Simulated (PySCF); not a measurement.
# InH: everyday levels beside a composite calculation

PySCF; the state is a singlet (closed shell). The composite is CCSD(T) extrapolated to the basis-set limit from two correlation-consistent sets, with core-valence (CV) and scalar-relativistic (SR) terms as its label shows; it has no spin–orbit coupling and nothing beyond (T). Here it is CCSD(T)/CBS(DT). It gives Re = 1.837 Å, ωe = 1466 cm⁻¹ and De = 2.77 eV to In + H.

```csv
level,basis,relativity,Re (Å),ωe (cm⁻¹),De (eV)
RHF-SCS-MP2,cc-pVDZ-PP/cc-pVDZ,scalar-relativistic core potentials,1.841,1510,2.49
RHF-CCSD(T),cc-pVDZ-PP/cc-pVDZ,scalar-relativistic core potentials,1.846,1471,2.56
RHF-CCSD(T),cc-pVTZ-PP/cc-pVTZ,scalar-relativistic core potentials,1.846,1487,2.74
RHF-CCSD(T),def2-TZVP,scalar-relativistic core potentials,1.835,1512,2.61
PBE,cc-pVTZ-PP/cc-pVTZ,scalar-relativistic core potentials,1.877,1390,2.64
BP86,cc-pVTZ-PP/cc-pVTZ,scalar-relativistic core potentials,1.876,1391,2.79
TPSS,cc-pVTZ-PP/cc-pVTZ,scalar-relativistic core potentials,1.864,1434,2.83
PBE0,def2-TZVPPD,scalar-relativistic core potentials,1.850,1458,2.63
M06-2X,cc-pVDZ-PP/cc-pVDZ,scalar-relativistic core potentials,1.868,1449,2.51
CAM-B3LYP,cc-pVTZ-PP/cc-pVTZ,scalar-relativistic core potentials,1.846,1485,2.74
```

Problem. Give the difference of each row from the composite.

Solution. 

```
      level               basis  ΔRe (pm)  Δωe (%)  ΔDe (eV)
RHF-SCS-MP2  cc-pVDZ-PP/cc-pVDZ      +0.4     +3.0     -0.28
RHF-CCSD(T)  cc-pVDZ-PP/cc-pVDZ      +0.9     +0.3     -0.21
RHF-CCSD(T)  cc-pVTZ-PP/cc-pVTZ      +0.9     +1.4     -0.03
RHF-CCSD(T)           def2-TZVP      -0.2     +3.1     -0.16
        PBE  cc-pVTZ-PP/cc-pVTZ      +4.0     -5.2     -0.13
       BP86  cc-pVTZ-PP/cc-pVTZ      +3.9     -5.1     +0.02
       TPSS  cc-pVTZ-PP/cc-pVTZ      +2.7     -2.2     +0.06
       PBE0         def2-TZVPPD      +1.3     -0.5     -0.14
     M06-2X  cc-pVDZ-PP/cc-pVDZ      +3.1     -1.2     -0.26
  CAM-B3LYP  cc-pVTZ-PP/cc-pVTZ      +0.9     +1.3     -0.03
```

Problem. Which rows come closest in De?

Solution. RHF-CCSD(T) in cc-pVTZ-PP/cc-pVTZ (-0.03 eV); BP86 in cc-pVTZ-PP/cc-pVTZ (+0.02 eV); CAM-B3LYP in cc-pVTZ-PP/cc-pVTZ (-0.03 eV), counted from the composite.

Correlated steps freeze 4 core orbitals. Correlated levels converge slowly with the basis: in double zeta they bind strong bonds too weakly, by up to about 1 eV, and carry superposition errors of some tenths. Spin–orbit coupling is left out, which matters for elements this heavy, above all for dissociation energies. Where the molecule has an RHF reference, its open-shell atoms are computed with UHF.
